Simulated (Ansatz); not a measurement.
**A ladder of methods for BH2Br (SMILES [H]B([H])Br)**

BH2Br: 4 atoms, total charge 0, spin state singlet. SMILES: `[H]B([H])Br`. The coordinates come from a GFN2-xTB relaxation.

```xyz
4

B     0.0910    0.1509   -0.0004
H     1.2598    0.1091    0.0153
H    -0.4901    1.1658   -0.0191
Br   -0.8607   -1.4257    0.0043
```

Quantity: the energy change with the B1–H2 bond stretched from 1.170 to 1.462 Å, in eV. The values are calculated.

```json
{"level": "BLYP/STO-3G (restricted)", "kind": "GGA", "program": "Ansatz", "value (eV)": "0.79", "less FCI/STO-3G": "-0.01", "CPU time (all runs)": "2.1 s"}
{"level": "r2SCAN/STO-3G (restricted)", "kind": "meta-GGA", "program": "Ansatz", "value (eV)": "0.88", "less FCI/STO-3G": "+0.08", "CPU time (all runs)": "5.3 s"}
{"level": "B3LYP/STO-3G (restricted)", "kind": "global hybrid", "program": "Ansatz", "value (eV)": "0.88", "less FCI/STO-3G": "+0.08", "CPU time (all runs)": "2.1 s"}
{"level": "r2SCAN0/STO-3G (restricted)", "kind": "hybrid meta-GGA", "program": "Ansatz", "value (eV)": "0.96", "less FCI/STO-3G": "+0.16", "CPU time (all runs)": "5.4 s"}
{"level": "wB97X/STO-3G (restricted)", "kind": "range-separated hybrid", "program": "Ansatz", "value (eV)": "0.92", "less FCI/STO-3G": "+0.12", "CPU time (all runs)": "9.3 s"}
{"level": "RPA@PBE/STO-3G (restricted)", "kind": "RPA", "program": "Ansatz", "value (eV)": "0.75", "less FCI/STO-3G": "-0.05", "CPU time (all runs)": "3 s"}
{"level": "MP2/STO-3G (restricted)", "kind": "perturbation theory", "program": "Ansatz", "value (eV)": "0.92", "less FCI/STO-3G": "+0.12", "CPU time (all runs)": "0.32 s"}
{"level": "CCSDT/STO-3G (restricted)", "kind": "coupled cluster or CI", "program": "Ansatz", "value (eV)": "0.80", "less FCI/STO-3G": "0.00", "CPU time (all runs)": "1 s"}
{"level": "FCI/STO-3G", "kind": "exact in the basis", "program": "Ansatz", "value (eV)": "0.80", "less FCI/STO-3G": "0.00", "CPU time (all runs)": "11 s"}
```

FCI/STO-3G is exact within its basis and frozen core, so for wave-function methods in that basis the difference is their error; functionals converge differently with the basis, so for them it is only a difference. All-electron rows without a relativistic Hamiltonian named are non-relativistic. The first shape isn't each level's own minimum. The values span 0.75 to 0.96 eV. All rows use very small basis sets, so even the best lies far from the true value. In the correlated wave-function rows the outer d shell of Br is correlated, in sets not made for it. CPU times are rough (shared hosts, several kinds of processor): they show what a rung costs within a factor of a few.
